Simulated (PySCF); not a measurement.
Field gradients at the hydrogen positions

Species: C7H10SSi.
Geometry (GFN2-xTB, Å), atoms numbered from 1 in this order:
```xyz
19
C7H10SSi angstrom
C      2.8881    1.6562    0.0134
C      2.8489    0.4640   -0.0918
C      2.7407   -0.9608   -0.2413
S      1.1459   -1.4574   -1.0208
Si    -0.2323   -0.7768    0.4832
C     -0.6233    1.0877    0.5038
C     -2.1083    1.1295    0.2923
C     -2.7609    0.0031    0.0673
C     -2.0035   -1.2888    0.0275
H      2.9546    2.6982    0.1127
H      3.5140   -1.3382   -0.9111
H      2.8090   -1.4629    0.7246
H      0.2450   -1.2915    1.7714
H     -0.3614    1.5754    1.4435
H     -0.1175    1.6479   -0.2851
H     -2.6017    2.0903    0.3225
H     -3.8278   -0.0250   -0.1011
H     -2.0824   -1.7390   -0.9633
H     -2.4369   -2.0027    0.7275
```

Level: PBE0/pcSseg-1 (PySCF, non-relativistic); Q(2H) = 0.00286 b; rigid geometry, the same for H and D, with no vibrational averaging.

**Question.** Rank these positions by the coupling χzz of a deuteron there, largest first.
A. H11 (methylene hydrogen)
B. H14 (methylene hydrogen)
C. H10 (alkyne hydrogen)
D. H13 (Si–H hydrogen)
E. H17 (vinylic hydrogen)

**Answer.** C (267 kHz), E (222 kHz), B (212 kHz), A (203 kHz), D (108 kHz).

**Question.** Tabulate Vzz, the asymmetry η and χzz = 234.96 MHz × Q × Vzz for every hydrogen position.

**Answer.** 
| atom | bonded to | bond length (Å) | Vzz (au) | η | χzz (kHz) |
| --- | --- | --- | --- | --- | --- |
| H10 | C1 | 1.049 | 0.3968 | 0.00 | 267 |
| H11 | C3 | 1.090 | 0.3027 | 0.03 | 203 |
| H12 | C3 | 1.091 | 0.3009 | 0.01 | 202 |
| H13 | Si5 | 1.467 | 0.1601 | 0.03 | 108 |
| H14 | C6 | 1.091 | 0.3152 | 0.02 | 212 |
| H15 | C6 | 1.092 | 0.3111 | 0.02 | 209 |
| H16 | C7 | 1.080 | 0.3307 | 0.05 | 222 |
| H17 | C8 | 1.081 | 0.3307 | 0.05 | 222 |
| H18 | C9 | 1.091 | 0.3130 | 0.02 | 210 |
| H19 | C9 | 1.090 | 0.3163 | 0.02 | 213 |

**Question.** Average by the element that carries the hydrogen.

**Answer.** on C: 218 kHz over 9 positions, mean bond length 1.084 Å; on Si: 108 kHz over 1 position, mean bond length 1.467 Å.

**Question.** How does χzz go with the bond length over the 9 C–H bonds?

**Answer.** A straight-line fit has a slope of -13.9 kHz for each 0.01 Å, with a correlation coefficient of -0.98, over lengths from 1.049 to 1.092 Å. The longer bonds have the smaller couplings here.

**Question.** A static deuteron (I = 1) shows a doublet split by (3/2)χ, (3/4)χ(1 + η) and (3/4)χ(1 − η) with the field along z, y and x of the gradient. What are these for H13?

**Answer.** With |χ| = 107.6 kHz and η = 0.029: 161, 83 and 78 kHz, to first order and without motion.

One conformer (not necessarily the lowest) at the GFN2-xTB geometry, without solvent, vibrations or thermal averaging. GFN2-xTB bond lengths can be off by several hundredths of an ångström, more for odd bonds, and the gradients follow them. These gradients aren't converged with respect to the basis.

The run behind these numbers computed NMR shieldings as well. On one thread, Arm Neoverse N1 (aarch64), no GPU (shared host), this took 81 s and 1.0 GiB of memory at its peak.
